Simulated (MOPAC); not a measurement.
Job for MOPAC: PM6 on C3H9Cl (a complex), monomers drawn apart or pushed together.

```
PM6 1SCF PRECISE CHARGE=0 THREADS=1
C3H9Cl

C     -0.67173637 1    -0.91113849 1     0.84014473 1
Cl    -0.84297385 1     0.87418651 1     0.79900366 1
H     -0.58797957 1    -1.26875247 1    -0.18153443 1
H      0.22178746 1    -1.15511480 1     1.40631480 1
H     -1.55089701 1    -1.32722810 1     1.32200514 1
C      1.21727693 1     0.15773060 1     6.29205564 1
C     -0.13282826 1    -0.54005220 1     6.42717455 1
H      1.53955770 1     0.20239810 1     5.25032486 1
H      1.99214963 1    -0.35915741 1     6.86192179 1
H      1.16758427 1     1.18518199 1     6.65717332 1
H     -0.89776810 1    -0.03014811 1     5.83925393 1
H     -0.46810196 1    -0.55875813 1     7.46601586 1
H     -0.08281483 1    -1.57537692 1     6.08238496 1
```

The log:

```
*******************************************************************************
 **                                                                           **
 **                              MOPAC v23.2.5                                **
 **                                                                           **
 *******************************************************************************
 ** MOPAC's Digital Object Identifier: https://doi.org/10.5281/zenodo.6511958 **
 **                                                                           **
 ** Please cite the open-source release paper for use of this MOPAC version:  **
 ** J. E. Moussa and J. J. P. Stewart (2026)                                  **
 ** MOPAC: An open-source semiempirical molecular orbital program             **
 ** J. Open Source Softw., 11(119), 8025, https://doi.org/10.21105/joss.08025 **
 *******************************************************************************

                              PM6 CALCULATION RESULTS

 *******************************************************************************
 *  PM6        - The PM6 Hamiltonian to be used
 *
 *
 *
 *                 CHARGE ON SYSTEM = 0
 *
 *
 *
 *  PRECISE    - TIGHTER CRITERIA TO BE USED
 *  1SCF       - DO 1 SCF AND THEN STOP
 *  THREADS=1  - MULTI-THREADING NOT USED
 *  T=         - A TIME OF 172800.0 SECONDS REQUESTED
 *  DUMP=N     - RESTART FILE WRITTEN EVERY 7200.0 SECONDS REQUESTED
 *******************************************************************************
PM6 1SCF PRECISE CHARGE=0 THREADS=1
 C3H9Cl

   ATOM   CHEMICAL          X               Y               Z
  NUMBER   SYMBOL      (ANGSTROMS)     (ANGSTROMS)     (ANGSTROMS)

     1       C         -0.67173637  *  -0.91113849  *   0.84014473  *
     2      Cl         -0.84297385  *   0.87418651  *   0.79900366  *
     3       H         -0.58797957  *  -1.26875247  *  -0.18153443  *
     4       H          0.22178746  *  -1.15511480  *   1.40631480  *
     5       H         -1.55089701  *  -1.32722810  *   1.32200514  *
     6       C          1.21727693  *   0.15773060  *   6.29205564  *
     7       C         -0.13282826  *  -0.54005220  *   6.42717455  *
     8       H          1.53955770  *   0.20239810  *   5.25032486  *
     9       H          1.99214963  *  -0.35915741  *   6.86192179  *
    10       H          1.16758427  *   1.18518199  *   6.65717332  *
    11       H         -0.89776810  *  -0.03014811  *   5.83925393  *
    12       H         -0.46810196  *  -0.55875813  *   7.46601586  *
    13       H         -0.08281483  *  -1.57537692  *   6.08238496  *



          CARTESIAN COORDINATES

    NO.       ATOM           X           Y           Z

     1         C         -0.6717     -0.9111      0.8401
     2        Cl         -0.8430      0.8742      0.7990
     3         H         -0.5880     -1.2688     -0.1815
     4         H          0.2218     -1.1551      1.4063
     5         H         -1.5509     -1.3272      1.3220
     6         C          1.2173      0.1577      6.2921
     7         C         -0.1328     -0.5401      6.4272
     8         H          1.5396      0.2024      5.2503
     9         H          1.9921     -0.3592      6.8619
    10         H          1.1676      1.1852      6.6572
    11         H         -0.8978     -0.0301      5.8393
    12         H         -0.4681     -0.5588      7.4660
    13         H         -0.0828     -1.5754      6.0824

 General Reference for PM6:
 "Optimization of Parameters for Semiempirical Methods V: Modification of NDDO Approximations
 and Application to 70 Elements", J. J. P. Stewart, J. Mol. Mod., 13, 1173-1213 (2007)
 URL: https://link.springer.com/article/10.1007/s00894-007-0233-4

           Empirical Formula: C3 H9 Cl  =    13 atoms



      MOLECULAR POINT GROUP   :   C1


      RHF CALCULATION, NO. OF DOUBLY OCCUPIED LEVELS = 14


 -------------------------------------------------------------------------------
 PM6 1SCF PRECISE CHARGE=0 THREADS=1
 C3H9Cl



     1SCF WAS SPECIFIED, SO BFGS WAS NOT USED
     SCF FIELD WAS ACHIEVED


                              PM6 CALCULATION
                                                       MOPAC v23.2.5 Linux




          FINAL HEAT OF FORMATION =        -30.68138 KCAL/MOL =    -128.37088 KJ/MOL


          COSMO AREA              =        150.87 SQUARE ANGSTROMS
          COSMO VOLUME            =        124.08 CUBIC ANGSTROMS

          IONIZATION POTENTIAL    =         10.729618 EV
          HOMO LUMO ENERGIES (EV) =        -10.730  0.743
          NO. OF FILLED LEVELS    =         14
          MOLECULAR WEIGHT        =         80.5571         POINT GROUP:  C1

          MOLECULAR DIMENSIONS (Angstroms)

            Atom       Atom       Distance
            H    12    H     3     7.68137
            H     9    H     5     3.48455
            H    13   Cl     2     2.99113


          SCF CALCULATIONS        =          1





   ATOM   CHEMICAL          X               Y               Z
  NUMBER   SYMBOL      (ANGSTROMS)     (ANGSTROMS)     (ANGSTROMS)

     1       C         -0.67173637  *  -0.91113849  *   0.84014473  *
     2      Cl         -0.84297385  *   0.87418651  *   0.79900366  *
     3       H         -0.58797957  *  -1.26875247  *  -0.18153443  *
     4       H          0.22178746  *  -1.15511480  *   1.40631480  *
     5       H         -1.55089701  *  -1.32722810  *   1.32200514  *
     6       C          1.21727693  *   0.15773060  *   6.29205564  *
     7       C         -0.13282826  *  -0.54005220  *   6.42717455  *
     8       H          1.53955770  *   0.20239810  *   5.25032486  *
     9       H          1.99214963  *  -0.35915741  *   6.86192179  *
    10       H          1.16758427  *   1.18518199  *   6.65717332  *
    11       H         -0.89776810  *  -0.03014811  *   5.83925393  *
    12       H         -0.46810196  *  -0.55875813  *   7.46601586  *
    13       H         -0.08281483  *  -1.57537692  *   6.08238496  *

                             CARTESIAN COORDINATES

   1    C       -0.671736370    -0.911138490     0.840144730
   2   Cl       -0.842973850     0.874186510     0.799003660
   3    H       -0.587979570    -1.268752470    -0.181534430
   4    H        0.221787460    -1.155114800     1.406314800
   5    H       -1.550897010    -1.327228100     1.322005140
   6    C        1.217276930     0.157730600     6.292055640
   7    C       -0.132828260    -0.540052200     6.427174550
   8    H        1.539557700     0.202398100     5.250324860
   9    H        1.992149630    -0.359157410     6.861921790
  10    H        1.167584270     1.185181990     6.657173320
  11    H       -0.897768100    -0.030148110     5.839253930
  12    H       -0.468101960    -0.558758130     7.466015860
  13    H       -0.082814830    -1.575376920     6.082384960


           Empirical Formula: C3 H9 Cl  =    13 atoms



      MOLECULAR POINT GROUP   :   C1


                  EIGENVALUES
 -27.22646 -27.11412 -24.27419 -21.77656 -15.27867 -15.26359 -15.01132 -14.97793
 -14.41602 -13.06461 -11.98284 -11.95725 -10.73058 -10.72962   0.74338   4.52117
   5.02807   5.03369   5.66130   5.74019   5.76151   6.24406   6.26457   6.93955
   6.96069  89.08748  89.08906  89.10927  89.47529  89.47530


              NET ATOMIC CHARGES AND DIPOLE CONTRIBUTIONS

  ATOM NO.   TYPE          CHARGE      No. of ELECS.   s-Pop       p-Pop       d-Pop
    1          C          -0.358066        4.3581     1.10890     3.24917
    2         Cl          -0.144027        7.1440     1.99066     5.14736     0.00601
    3          H           0.167355        0.8326     0.83264
    4          H           0.167512        0.8325     0.83249
    5          H           0.167225        0.8328     0.83278
    6          C          -0.423123        4.4231     1.07481     3.34831
    7          C          -0.423103        4.4231     1.07495     3.34815
    8          H           0.141166        0.8588     0.85883
    9          H           0.140668        0.8593     0.85933
   10          H           0.141925        0.8581     0.85808
   11          H           0.142273        0.8577     0.85773
   12          H           0.141147        0.8589     0.85885
   13          H           0.139048        0.8610     0.86095
 DIPOLE           X         Y         Z       TOTAL
 POINT-CHG.     0.194    -2.025     0.049     2.035
 HYBRID        -0.013     0.122    -0.001     0.123
 SUM            0.182    -1.903     0.048     1.912


          ATOMIC ORBITAL ELECTRON POPULATIONS

     Atom    s        px        py        pz      x^2-y^2     xz        z^2       yz        xy
    1  C   1.10890   1.18099   0.88571   1.18247
    2 Cl   1.99066   1.98922   1.16167   1.99646   0.00266   0.00003   0.00090   0.00118   0.00124
    3  H   0.83264
    4  H   0.83249
    5  H   0.83278
    6  C   1.07481   1.05145   1.13431   1.16255
    7  C   1.07495   1.05328   1.13199   1.16288
    8  H   0.85883
    9  H   0.85933
   10  H   0.85808
   11  H   0.85773
   12  H   0.85885
   13  H   0.86095

 **********************
 *                    *
 * JOB ENDED NORMALLY *
 *                    *
 **********************




 == MOPAC DONE ==
```

The run finished.

Cost: roughly 0.04 core-seconds.
